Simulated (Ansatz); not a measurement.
Isolated molecules relaxed with PBE0-D4/def2-TZVP in Ansatz; ΔE leaves out vibrations. CCSD(T)/CBS adds triple-zeta CCSD(T) − MP2 to the extrapolated MP2 energy (def2 sets, frozen cores). This one scheme is used for every species. DFT in def2-TZVPP. For Ge outer-core shells are correlated without core-valence functions, which leaves a few kJ/mol of doubt a bond. Scalar relativity is left out up to krypton. Each species was taken in one conformer, which may not be the lowest.

Consider the substitution at a C–S bond: `SC[S][GeH3]` + CH₃OH → `COCS` + `[SH][GeH3]`.

| species | r2SCAN-D4 energy (Eh) |
| --- | --- |
| `SC[S][GeH3]` | -2915.06147 |
| CH₃OH | -115.70611 |
| `COCS` | -553.18004 |
| `[SH][GeH3]` | -2477.58759 |

Work out ΔE.

ΔE = (-553.18004) + (-2477.58759) − (-2915.06147) − (-115.70611) = -0.00005 Eh = 0.00 eV. CCSD(T)/CBS gives +0.12 eV.

Largest T1 diagnostic among the species: 0.011.

The D4 term adds +0.08 eV with B3LYP and +0.04 eV with PBE0; it sums over pairs of atoms, weighted by their polarisabilities, and B3LYP, whose exchange is more repulsive, gets the larger term. In def2-TZVPP, CCSD(T) changes the Hartree–Fock value by +0.11 eV (the triples alone add +0.01 eV) and MP2 by +0.19 eV.

B3LYP here is the variant with VWN-RPA as its local correlation; programs differ in this.
